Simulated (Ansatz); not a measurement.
Consider the cleavage of the Si–B bond: `OC1(F)NB1[SiH3]` + `C=C(S)Cl` → `C=C(Cl)S[SiH3]` + `OC1(F)BN1`.

Computed with Ansatz on PBE0-D4/def2-TZVP structures; ΔE is electronic, products minus reactants. CBS: MP2 limit from def2 TZ/QZ plus the TZ coupled-cluster correction, frozen cores. DFT in def2-TZVPP. B3LYP here is the variant with VWN-RPA as its local correlation; programs differ in this. Each species was taken in one conformer, which may not be the lowest.

| species | B3LYP energy (Eh) |
| --- | --- |
| `OC1(F)NB1[SiH3]` | -585.40899 |
| `C=C(S)Cl` | -936.47068 |
| `C=C(Cl)S[SiH3]` | -1227.21473 |
| `OC1(F)BN1` | -294.68322 |

Task: Work out ΔE.

Result: ΔE = (-1227.21473) + (-294.68322) − (-585.40899) − (-936.47068) = -0.01828 Eh = -11.5 kcal/mol. CCSD(T)/CBS gives -13.4 kcal/mol.

Largest T1 diagnostic among the species: 0.014.

The D4 term adds −1.6 kcal/mol with B3LYP and −0.8 kcal/mol with PBE0; it sums over pairs of atoms, weighted by their polarisabilities, and B3LYP, whose exchange is more repulsive, gets the larger term. From PBE to PBE0 (25 % exact exchange), in def2-TZVPP and without D4, ΔE moves by −0.8 kcal/mol.
